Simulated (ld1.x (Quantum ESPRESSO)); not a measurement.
**Bi (Z = 83): one change to a TM potential, before and after**

* Element: Bi
* Generator: ld1.x (Quantum ESPRESSO) 7.5
* Type: norm-conserving Troullier–Martins (Kleinman–Bylander form)
* Functional: PBEsol
* Relativity: scalar-relativistic
* Frozen core: [Xe] 4f14
* Valence charge: 15
* Reference configuration: 5d10 6s2 6p3
* Partial waves: 6p (bound): rc 1.80 bohr; 5d (bound): rc 1.45 bohr; 6s (bound): rc 1.75 bohr
* Local potential: the s channel
* Core correction: a·sin(br)/r model core inside 1.50 bohr

Change: core correction a·sin(br)/r model core inside 1.76 bohr.

Cutoffs: the cutoffs (Ry, on a coarse ladder) from which the occupation-weighted sum of valence levels, in a spherical-Bessel basis at the reference potential, stays within 10 and 1 mRy of its value at 400 Ry; they do not see the model core or the augmentation charge, which bear on the density cutoff. Errors are all-electron minus pseudo energies relative to the spin-unpolarised reference configuration.

How do hardness, ghosts and transferability respond?

The potential gets neither clearly harder nor softer (60 Ry and 100 Ry → 60 Ry and 100 Ry); of the 7 tests that both files solve, the error grows in 0 and shrinks in 1 by more than 15 % and 0.3 meV (median size 5.7 → 5.9 meV); neither file shows a bound ghost. A wider model core is smoother and lowers the density cutoff, which this test does not measure.

| quantity | base | changed |
| --- | --- | --- |
| cutoff, loose | 60 Ry | 60 Ry |
| cutoff, tight | 100 Ry | 100 Ry |
| bound ghosts | none | none |
| error for 5d10 6s2 6p2, meV [ΔE 7.95 eV] | -1.9 | -1.9 |
| error for 5d10 6s2 6p1, meV [ΔE 23.24 eV] | -5.7 | -5.9 |
| error for 5d10 6s2 6p0, meV [ΔE 46.60 eV] | -22 | -23 |
| error for 5d10 6s0 6p5, meV [ΔE 20.57 eV] | -12 | -10.0 |
| error for 5d10 6s1 6p0, meV [ΔE 92.07 eV] | -57 | -61 |
| error for 5d10 6s2 6p2.5, meV [ΔE 3.11 eV] | -0.9 | -0.9 |
| error for 5d10 6s1 6p3, meV [ΔE 18.81 eV] | -2.1 | -2.2 |
| s: phases at 1.94 bohr within 0.05 rad from the reference energy up to (Ry; the scan ends near 5) | 3.7 | 3.7 |
| p: phases at 1.94 bohr within 0.05 rad from the reference energy up to (Ry; the scan ends near 5) | 0.7 | 0.7 |
| d: phases at 1.94 bohr within 0.05 rad from the reference energy up to (Ry; the scan ends near 5) | 1.5 | 1.5 |
